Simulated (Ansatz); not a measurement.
Ansatz results at the PBE0-D4/def2-TZVP geometry: HOMO energy (B3LYP/def2-TZVPP) -6.00 eV; HOMO–LUMO gap (PBE0/def2-TZVPP) 5.40 eV; HOMO–LUMO gap (PBE/def2-TZVPP) 3.16 eV.

Each molecule was computed in one conformer, which needn't be the lowest.

Task: Which molecule gave them?
A. `CCBSC`
B. `CB(C)CS`
C. `CBCSC`
D. `C=C(O)CO`

Result: C. The others give `CCBSC`: -7.25, 6.82, 4.76; `C=C(O)CO`: -6.50, 7.05, 4.88; `CB(C)CS`: -6.89, 7.09, 4.94.

B3LYP here is the variant with VWN-RPA as its local correlation; programs differ in this.
